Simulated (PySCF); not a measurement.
Task: Give a PBE0-D3(BJ)/def2-SVP geometry of `F[C@@H]1C[SiH2]C[SiH2]1`.

Result: 
Z-matrix in Å and degrees, rows numbered from 1:
```
F 
C   1  1.4003
C   2  1.5229  1  108.13
Si  3  1.9067  2  107.03  1   -67.45
C   4  1.9006  3  101.95  2   -31.69
Si  5  1.8892  4  104.48  3     3.47
H   2  1.1034  1  107.35  3   121.44
H   3  1.1043  2  109.14  1   174.86
H   3  1.1024  2  111.15  1    57.00
H   4  1.4929  3  111.62  2    87.12
H   4  1.4959  3  111.33  2  -151.90
H   5  1.1004  4  112.40  3  -118.30
H   5  1.1013  4  110.00  3   121.81
H   6  1.4975  2  109.32  1  -170.07
H   6  1.4924  2  111.91  1   -48.77
```

The 5-membered ring C2–C3–Si4–C5–Si6 has internal angles of 100.0° to 107.0°; it is puckered, 0.21 Å rms from its mean plane, widest ring torsion 46°. The C–Si distances run from 1.889 Å (C5–Si6, drawn single) to 1.918 Å (C2–Si6, drawn single), a spread of 0.029 Å. Si4 (SiH2 silicon) is distorted tetrahedral (angles from 101.9° to 112.5°). Si6 (SiH2 silicon) is distorted tetrahedral (angles from 100.0° to 114.8°).

Method used: PySCF 2.14.0, PBE0-D3(BJ)/def2-SVP geometry optimisation, gas phase.

Point group: C1 (no symmetry element, even within 0.4 Å). Stationary, but not proved a minimum. The numbers are those of one conformer (F1–C2–C3–Si4 -67°, C2–C3–Si4–C5 -32°, C3–Si4–C5–Si6 3°, Si4–C5–Si6–C2 19°).
